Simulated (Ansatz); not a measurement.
C3H7NOSi (`C=C1O[SiH2]C1N`). Total charge 0; spin multiplicity 1. The geometry is a stationary point of PBE0-D4/def2-TZVP. It is one conformer, not always the lowest.

```xyz
13

C     1.539   -1.249    0.220
C     0.321   -0.809   -0.052
O    -0.508   -1.318   -1.038
Si   -1.474    0.069   -1.072
C    -0.470    0.376    0.501
N     0.168    1.611    0.854
H     1.978   -2.070   -0.331
H     2.111   -0.785    1.012
H    -1.176    0.948   -2.233
H    -2.926   -0.234   -1.029
H    -1.075    0.027    1.346
H     0.713    1.516    1.701
H     0.797    1.918    0.122
```

Q: What is the dipole moment at PBE/def2-TZVPP? (Estimate.)

A: The calculation gave: 1.19 D, with components (0.13, 1.03, 0.58) D in this frame, pointing from negative to positive charge.

Q: And with r2SCAN, B3LYP, ωB97M-V? (An estimate is asked.)

A: The calculation gave: r2SCAN 1.22 D, B3LYP 1.22 D, ωB97M-V 1.21 D.

Q: Give the Mulliken charges with PBE, B3LYP, ωB97M-V in def2-TZVPP. (Best estimate.)

A: Computed: 
```json
{"atom": "C1", "PBE": "-0.27", "B3LYP": "-0.29", "ωB97M-V": "-0.27"}
{"atom": "C2", "PBE": "0.16", "B3LYP": "0.21", "ωB97M-V": "0.22"}
{"atom": "O3", "PBE": "-0.30", "B3LYP": "-0.38", "ωB97M-V": "-0.38"}
{"atom": "Si4", "PBE": "0.42", "B3LYP": "0.51", "ωB97M-V": "0.45"}
{"atom": "C5", "PBE": "-0.10", "B3LYP": "-0.12", "ωB97M-V": "-0.20"}
{"atom": "N6", "PBE": "-0.32", "B3LYP": "-0.32", "ωB97M-V": "-0.28"}
{"atom": "H7", "PBE": "0.09", "B3LYP": "0.11", "ωB97M-V": "0.10"}
{"atom": "H8", "PBE": "0.08", "B3LYP": "0.09", "ωB97M-V": "0.08"}
{"atom": "H9", "PBE": "-0.08", "B3LYP": "-0.08", "ωB97M-V": "-0.04"}
{"atom": "H10", "PBE": "-0.07", "B3LYP": "-0.08", "ωB97M-V": "-0.03"}
{"atom": "H11", "PBE": "0.10", "B3LYP": "0.11", "ωB97M-V": "0.13"}
{"atom": "H12", "PBE": "0.14", "B3LYP": "0.13", "ωB97M-V": "0.11"}
{"atom": "H13", "PBE": "0.14", "B3LYP": "0.13", "ωB97M-V": "0.11"}
```

B3LYP here is the variant with VWN-RPA as its local correlation; programs differ in this.
